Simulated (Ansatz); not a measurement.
C2H8N2W, SMILES `[CH3][W]([CH3])(=[NH])=[NH]` from Hartree–Fock to CCSD(T)

```tsv
atom	x (Å)	y (Å)	z (Å)
C1	0.3474	1.8421	-0.4880
W2	-0.3769	-0.0751	0.0624
C3	1.1427	-1.5454	0.2413
N4	-1.1299	0.0867	1.6333
N5	-1.4624	-0.6029	-1.2041
H6	-0.4439	2.5901	-0.5742
H7	1.0589	2.1909	0.2688
H8	0.8527	1.7737	-1.4578
H9	0.7573	-2.5275	0.5241
H10	1.8606	-1.2325	1.0077
H11	1.6593	-1.6507	-0.7192
H12	-1.9080	0.0419	2.2727
H13	-2.3577	-0.8913	-1.5668
```

Total charge 0; spin multiplicity 1. Correlated methods include outer-core shells of W, which these sets cover unevenly. W takes the def2 core potential. The structure was optimised at the PBE0-D4/def2-TZVP level. It is one conformer, not always the lowest. Frozen core, restricted reference, the Gaussian-basis code of Ansatz.

```json
{"basis": "def2-SVP", "HF (Eh)": "?", "MP2 corr.": "?", "CCSD corr.": "-1.02005", "(T)": "?", "CCSD(T) total": "?"}
{"basis": "def2-TZVPP", "HF (Eh)": "-255.76853", "MP2 corr.": "-1.30634", "CCSD corr.": "-1.28208", "(T)": "?", "CCSD(T) total": "?"}
{"basis": "def2-QZVPP", "HF (Eh)": "-255.77913", "MP2 corr.": "-1.41467", "CCSD corr.": "–", "(T)": "–", "CCSD(T) total": "–"}
```

Problem. Fill in the withheld values. (Best estimate.)

Solution. The calculation gave: def2-SVP HF (Eh): -255.51287; def2-SVP MP2 corr.: -1.02961; def2-SVP (T): -0.04925; def2-SVP CCSD(T) total: -256.58217; def2-TZVPP (T): -0.07198; def2-TZVPP CCSD(T) total: -257.12259.
